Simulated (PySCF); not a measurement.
## LC-wPBE on He (helium, neutral)

Configuration: 1s1 2p1, high-spin 3P determinant (an excited configuration). Calculation: PySCF 2.14, in x2c-QZVPPall with one added diffuse shell each of s, p, d type (5s4p3d1f, 39 functions); the spin-free X2C one-electron Hamiltonian (Gaussian nucleus).

| Property | Result |
| --- | --- |
| Total energy | -2.0513 hartree |
| One-electron energy | -2.4607 hartree |
| Hartree (Coulomb) energy | 1.2524 hartree |
| Exchange-correlation energy | -0.8431 hartree |
| ⟨S²⟩ | 2.0000 |
| ⟨L²⟩ | 2.000 |
| Sum of ⟨r⟩ | 3.280 bohr |
| Sum of ⟨r²⟩ | 7.769 bohr² |
| Traceless quadrupole moment −½Σ⟨3z² − r²⟩ along its main axis | -2.78 e·bohr² |
| Langevin diamagnetic susceptibility | -6.15 ×10⁻⁶ cm³/mol |

```json
{"shell": "1s α", "electrons": "1", "mean orbital energy (eV)": "-36.132", "rms radius, mean of both spins (bohr)": "0.917"}
{"shell": "2p α", "electrons": "1", "mean orbital energy (eV)": "-1.163", "rms radius, mean of both spins (bohr)": "2.63"}
```

The outer electron is Rydberg-like, and this basis confines it to a smaller radius and binds it less than a complete one would.
